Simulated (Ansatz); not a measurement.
Isolated molecules relaxed with PBE0-D4/def2-TZVP in Ansatz; ΔE leaves out vibrations. CCSD(T)/CBS adds triple-zeta CCSD(T) − MP2 to the extrapolated MP2 energy (def2 sets, frozen cores). This one scheme is used for every species, atoms too. DFT in def2-TZVPP. B3LYP here is the variant with VWN-RPA as its local correlation; programs differ in this. Open shells (•) are unrestricted, without spin–orbit coupling. Spin–orbit coupling would lower the free atoms: a little for C, O, Si. Each species was taken in one conformer, which may not be the lowest.

`N[SiH2]C(=O)O` → C• + 5 H• + N• + 2 O• + Si•  (atomization)

Question: What is ΔE at CCSD(T)/CBS? (Best estimate.)

Answer: Computed: +39.23 eV.

Question: What do these levels give: PBE-D4, B3LYP-D4, ωB97M-V, B2PLYP, r2SCAN, PBE0, HF/def2-TZVPP, MP2/def2-TZVPP, SCS-MP2/def2-TZVPP, HF/def2-QZVPP, MP2/CBS(def2), CCSD/CBS(def2)? (Best estimate.)

Answer: The calculation gave: PBE-D4 40.30, B3LYP-D4 39.22, ωB97M-V 39.39, B2PLYP 38.80, r2SCAN 39.18, PBE0 38.90, HF/def2-TZVPP 26.45, MP2/def2-TZVPP 38.90, SCS-MP2/def2-TZVPP 38.70, HF/def2-QZVPP 26.53, MP2/CBS(def2) 40.18, CCSD/CBS(def2) 38.47 eV.

Largest T1 diagnostic among the species: 0.015.

From PBE to PBE0 (25 % exact exchange), in def2-TZVPP and without D4, ΔE moves by −1.21 eV: exact exchange takes away binding that semilocal exchange gives to molecules. In def2-TZVPP, CCSD(T) changes the Hartree–Fock value by +11.50 eV (the triples alone add +0.75 eV) and MP2 by +12.45 eV; breaking electron pairs costs correlation energy, which Hartree–Fock lacks.

For atomizations the MP2-based limit and the directly extrapolated one differ by several kJ/mol either way, and by 10 to 25 for some Ge, Se and Sn compounds, so smaller differences from it don't rank the levels.
